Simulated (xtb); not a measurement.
CH3BeF, SMILES [CH3][Be][F]. All values are semi-empirical tight-binding results from xtb (GFN2-xTB unless named), good for trends rather than for accurate numbers. The structure is a stationary point at GFN2-xTB.

Optimised geometry:

```xyz
6

Be     0.0000     0.0000    -0.2008
F      0.0000     0.0000    -1.5779
C      0.0000     0.0000     1.5201
H      0.8619     0.4976     1.9613
H      0.0000    -0.9952     1.9613
H     -0.8619     0.4976     1.9613
```

For metal compounds this method's bond lengths and energies can be far off.

```
Quantity                                      Result
-------------------------------------  -------------
point group as xtb finds it                      C3v
orbital gap                                  6.17 eV
zero-point energy                      24.0 kcal/mol
G − E(el) at 298.15 K (modified RRHO)   8.7 kcal/mol
```

Computed IR lines (harmonic; lines under 4 % of the strongest left out, lines within 3 cm⁻¹ merged):
ν (cm⁻¹): 178 (w), 586 (vs), 1288 (s), 2996 (m) (against the strongest line: vs over 80 %, s over 45 %, m over 15 %, w over 4 %, vw less)

Computed atomic charges and the Wiberg bond orders between heavy atoms:
charges (e) Be1 0.58, F2 -0.40, C3 -0.29, H4 0.04, H5 0.04, H6 0.04. Bond orders Be1–F2 1.05, Be1–C3 1.02.
